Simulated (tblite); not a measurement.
Isomers of C6H8NS (doublet state). Computed values, GFN2-xTB/tblite, gas phase, harmonic and unscaled. Against measured fundamentals such values can be off by several per cent, at times by over 20. Modes of hydrogen on sulfur can be 10 to 20 % off. One conformer each. Open shells enter through the occupations alone, without spin polarisation, and single modes of such species can be off by tens of per cent.

Electronic energies: GFN2-xTB at the same geometries; isomer energies are rough at this level and their order can be wrong.

```
                  SMILES  electronic energy, lowest = 0 (kcal/mol)
      C=CC(C=C)C([NH])=S                                      37.6
        [CH2]c1ccc(NC)s1                                       0.0
[N]=C[C@@H]1C=CC[C@@H]1S                                      38.5
  C=[C][C@@H](C=C)C(N)=S                                      61.7
   C[C@@H](/[C]=C\C#N)CS                                      58.1
```

Question: How do GFN2-xTB zero-point energies change the relative energies?

Answer: 
```tsv
SMILES	ZPE (kcal/mol)	of it from modes above 1550 cm⁻¹	electronic (kcal/mol)	with ZPE, lowest = 0 (kcal/mol)	lowest mode (cm⁻¹)	rings
[CH2]c1ccc(NC)s1	77.0	37.8	0.0	0.0	80	1
C=CC(C=C)C([NH])=S	76.2	42.8	37.6	36.8	8i	0
[N]=C[C@@H]1C=CC[C@@H]1S	75.2	38.3	38.5	36.6	43	1
C[C@@H](/[C]=C\C#N)CS	74.5	39.4	58.1	55.7	29	0
C=[C][C@@H](C=C)C(N)=S	74.8	40.9	61.7	59.5	31	0
```

The zero-point energies span 2.5 kcal/mol, from `C[C@@H](/[C]=C\C#N)CS` to `[CH2]c1ccc(NC)s1`. Slightly imaginary modes are left out of the zero-point energy: `C=CC(C=C)C([NH])=S` 7.5i cm⁻¹. The lowest isomer stays, but the order above it changes.

Question: What do entropy and thermal enthalpy add at 298.15 K and 1 bar (rigid rotor, harmonic oscillator, one conformer each)?

Answer: 
| SMILES | point group | symmetry number | S (cal/(mol K)) | H − H(0) (kcal/mol) | ZPE + H − H(0) − TS (kcal/mol) |
| --- | --- | --- | --- | --- | --- |
| [CH2]c1ccc(NC)s1 | C1 | 1 | 91.7 | 6.03 | 55.7 |
| [N]=C[C@@H]1C=CC[C@@H]1S | C1 | 1 | 93.4 | 5.97 | 53.3 |
| C[C@@H](/[C]=C\C#N)CS | C1 | 1 | 100.0 | 6.83 | 51.5 |
| C=[C][C@@H](C=C)C(N)=S | C1 | 1 | 101.9 | 6.98 | 51.4 |

S holds R ln(2S + 1) for the spin.

Not tabulated: `C=CC(C=C)C([NH])=S` (lowest mode only 8i cm⁻¹).
